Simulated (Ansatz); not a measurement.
Consider the formal exchange of groups at a Zn–O bond: `FC(F)[O][ZnH]` + `CSC` → `CS[CH2][ZnH]` + `OC(F)F`.

Program: Ansatz. Geometries: PBE0-D4/def2-TZVP. ΔE: electronic, gas phase. CCSD(T)/CBS adds triple-zeta CCSD(T) − MP2 to the extrapolated MP2 energy (def2 sets, frozen cores). DFT in def2-TZVPP. B3LYP here is the variant with VWN-RPA as its local correlation; programs differ in this. For Zn outer-core shells are correlated without core-valence functions, which leaves a few kJ/mol of doubt a bond. Scalar relativity is left out up to krypton. Each species was taken in one conformer, which may not be the lowest.

| level | ΔE (kcal/mol) | difference from CCSD(T)/CBS |
| --- | --- | --- |
| revPBE-D4 | 20.6 | -2.1 |
| BLYP-D4 | 22.7 | 0.0 |
| BHLYP-D4 | 24.4 | 1.7 |
| B3LYP | 24.1 | 1.4 |
| r2SCANh | 22.9 | 0.2 |
| HF/def2-SVP | 29.1 | 6.4 |
| MP2/def2-SVP | 25.6 | 2.9 |
| CCSD/def2-SVP | 26.4 | 3.7 |
| CCSD/def2-TZVPP | 23.8 | 1.1 |
| MP2/CBS(def2) | 22.0 | -0.7 |
| CCSD(T)/CBS | 22.7 | 0 |

Largest T1 diagnostic among the species: 0.015.

In def2-TZVPP, CCSD(T) changes the Hartree–Fock value by −5.2 kcal/mol (the triples alone add −0.8 kcal/mol) and MP2 by −5.9 kcal/mol. From BLYP to BHLYP (50 % exact exchange), in def2-TZVPP and without D4, ΔE moves by +1.5 kcal/mol.
